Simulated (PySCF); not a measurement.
**Structure elucidation problem**

An unknown has the formula C$_{5}$H$_{9}$ClO. Its calculated NMR data are:

1H NMR (300 MHz, computed): δ 1.29 (s, 9H).

13C{1H} NMR (computed): δ 194.1 (C), 53.3 (C), 29.7 (CH3, 3C).

How the numbers were obtained: coordinates at the PBE0-D3(BJ)/def2-TZVP level, shieldings: GIAO B97-2/pcSseg-2, in PySCF 2.14.0 with density-fitted response routines (averaged over atoms made equivalent by symmetry, fast rotation or ring inversion, in vacuum, single conformer, non-relativistic).

Chemical shifts δ = σref − σ; 1H (σref 31.64) and 13C (σref 185.38) against TMS, all at this level.

Problem. Propose a structure and justify it.

Solution. 
- Rings plus π bonds: 1 (no ring in the answer).
- 3 carbon signals for 5 carbons: some carbons are equivalent by symmetry or fast rotation.
- Carbon types of the structure: 2 × C, 3 × CH3, which accounts for all hydrogens.
- δC 194.1: carbonyl carbon.
- δC 53.3: quaternary sp3 carbon α to a carbonyl; the adjacent C=O deshields it moderately.
- δC 29.7: methyl carbon; saturated and bonded to C and H only.
- δH 1.29: hydrogen on a methyl carbon.

Structure: SMILES CC(C)(C)C(=O)Cl.

The data come from this structure; uniqueness wasn't tested.

Carbons that carry Cl, above all several Cl atoms, come out too deshielded, partly because spin–orbit coupling is missing. Shifts are as computed. Against solution values, carbons near 30 ppm lie about +3 ppm off and those near 130 ppm about +7 ppm; carbons on Cl a further +5 ppm. Of 1211 compounds with measured shifts, 218 miss one by over three times the rms of a fit or turn the order of signals round; such compounds aren't used in these exercises.
